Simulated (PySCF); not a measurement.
C5H10SSi.
SMILES: `C[SiH2]S[C@]12C[C@H]1C2`

A linear-response calculation (PySCF, def2-SVPD basis, gas phase, vertical, core orbitals frozen in the response) gave these numbers; the functional is withheld.

Orbital energies (eV): HOMO-3 -10.67, HOMO-2 -10.20, HOMO-1 -8.36, HOMO -8.15, LUMO 1.17, LUMO+1 1.27, LUMO+2 1.45.

```json
{"state": "S1", "E (eV)": "5.91", "f": "0.0058", "main configurations (H = HOMO, L = LUMO)": "H→L+1 (42%), H→L+2 (32%)"}
{"state": "S2", "E (eV)": "6.44", "f": "0.032", "main configurations (H = HOMO, L = LUMO)": "H→L+1 (39%), H→L+2 (38%), H→L (10%)"}
{"state": "S3", "E (eV)": "6.59", "f": "0.018", "main configurations (H = HOMO, L = LUMO)": "H-1→L+1 (47%), H-1→L+2 (31%)"}
{"state": "S4", "E (eV)": "6.78", "f": "0.032", "main configurations (H = HOMO, L = LUMO)": "H→L (66%), H→L+2 (10%)"}
{"state": "S5", "E (eV)": "6.91", "f": "0.074", "main configurations (H = HOMO, L = LUMO)": "H-1→L (47%), H-1→L+1 (21%), H-1→L+2 (17%)"}
{"state": "S6", "E (eV)": "7.13", "f": "0.0058", "main configurations (H = HOMO, L = LUMO)": "H→L+6 (25%), H→L+7 (25%), H→L+3 (21%)"}
```

Triplets, Tamm–Dancoff:

```tsv
state	E (eV)	λ (nm)	main configurations (H = HOMO, L = LUMO)
T1	5.50	225.4	H→L+2 (38%), H→L+1 (27%)
T2	6.02	205.9	H→L+1 (47%), H→L+2 (25%)
T3	6.11	202.8	H-1→L+2 (35%), H-1→L+1 (30%)
T4	6.38	194.5	H-1→L+7 (20%), H-1→L+6 (17%), H-1→L (8%)
```

Vertical ionisation energy by ΔSCF with the same functional: 8.82 eV. Mean static polarisability: 103.7 au.

Question: Which of these was used?
A. CAM-B3LYP
B. PBE
C. HF
D. PBE0

Answer: A. CAM-B3LYP is range-separated, 19% exact exchange at short range and 65% at long range (ω = 0.33 bohr⁻¹). In this run −ε(HOMO) = 8.15 eV differs from the ΔSCF value by -0.68 eV, and S1 differs from the orbital gap of 9.32 eV by -3.41 eV. The ratio −ε(HOMO)/IP is 0.92. Usual ranges for neutral molecules in this basis: 0.85 to 0.93 with CAM-B3LYP, 0.5 to 0.7 with PBE, 0.7 to 0.83 with PBE0; with Hartree–Fock the ratio is 1 or more (Koopmans' value less the relaxation energy is the ΔSCF value). The other options: PBE, a GGA without exact exchange; HF, time-dependent Hartree–Fock, 100% exact exchange; PBE0, a global hybrid with 25% exact exchange.

Method used: TDDFT CAM-B3LYP/def2-SVPD, vertical, gas phase, core orbitals frozen in the response (PySCF). One conformer (not necessarily the lowest) at the PBE0-D3(BJ)/def2-SVP geometry, without solvent, vibrations or thermal averaging.

Conformer computed: `[CH3:1][SiH2:2][S:3][C@:4]12[CH2:5][C@H:6]1[CH2:7]2`: C1–Si2–S3–C4 -61°, Si2–S3–C4–C5 -95°.

Without π bonds the low states are Rydberg-like; a valence basis with one diffuse set may place them up to an eV too high.
